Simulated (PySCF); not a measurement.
Compound: (F)2Al-S-SiH3.
Bonds: Al1–F2, Al1–F3, Al1–S4, S4–Si5. Hydrogens: H6, H7, H8 on Si5.

A linear-response calculation (PySCF, def2-SVPD basis, gas phase, vertical, core orbitals frozen in the response) gave these numbers; the functional is withheld.

Orbital energies (eV): HOMO-3 -12.05, HOMO-2 -11.51, HOMO-1 -10.63, HOMO -9.49, LUMO -0.63, LUMO+1 0.32, LUMO+2 0.56.

```json
{"state": "S1", "E (eV)": "5.65", "f": "0.034", "main configurations (H = HOMO, L = LUMO)": "H→L (95%)"}
{"state": "S2", "E (eV)": "6.56", "f": "0.029", "main configurations (H = HOMO, L = LUMO)": "H→L+1 (75%), H-1→L (12%)"}
{"state": "S3", "E (eV)": "6.63", "f": "0.0092", "main configurations (H = HOMO, L = LUMO)": "H→L+2 (80%)"}
{"state": "S4", "E (eV)": "7.04", "f": "0.101", "main configurations (H = HOMO, L = LUMO)": "H-1→L (78%), H→L+1 (12%)"}
{"state": "S5", "E (eV)": "7.40", "f": "0.0017", "main configurations (H = HOMO, L = LUMO)": "H→L+4 (48%), H→L+3 (39%)"}
{"state": "S6", "E (eV)": "7.61", "f": "0.0012", "main configurations (H = HOMO, L = LUMO)": "H-1→L+1 (88%)"}
```

Triplets (Tamm–Dancoff): T1 5.30 eV, H→L (91%); T2 5.92 eV, H→L+1 (91%); T3 6.24 eV, H→L+2 (83%); T4 6.52 eV, H-1→L (84%).

Vertical ionisation energy by ΔSCF with the same functional: 10.41 eV. Mean static polarisability: 68.8 au.

Question: Name the functional.
A. HF
B. PBE
C. CAM-B3LYP
D. PBE0

Answer: C. CAM-B3LYP is range-separated, 19% exact exchange at short range and 65% at long range (ω = 0.33 bohr⁻¹). In this run −ε(HOMO) = 9.49 eV differs from the ΔSCF value by -0.92 eV, and S1 differs from the orbital gap of 8.86 eV by -3.21 eV. The ratio −ε(HOMO)/IP is 0.91. Usual ranges for neutral molecules in this basis: 0.85 to 0.93 with CAM-B3LYP, 0.5 to 0.7 with PBE, 0.7 to 0.83 with PBE0; with Hartree–Fock the ratio is 1 or more (Koopmans' value less the relaxation energy is the ΔSCF value). The other options: PBE, a GGA without exact exchange; HF, time-dependent Hartree–Fock, 100% exact exchange; PBE0, a global hybrid with 25% exact exchange.

Theory: TDDFT CAM-B3LYP/def2-SVPD, vertical, gas phase, core orbitals frozen in the response in PySCF. One conformer (not necessarily the lowest) at the PBE0-D3(BJ)/def2-SVP geometry, without solvent, vibrations or thermal averaging.

The run took 2.0 min of wall time (grids of density and orbitals included) on one thread, Intel Xeon at 2.50 GHz (x86_64), no GPU, shared host with 64 logical CPUs at a one-minute load of 56, and the process peaked at 0.70 GiB of memory.
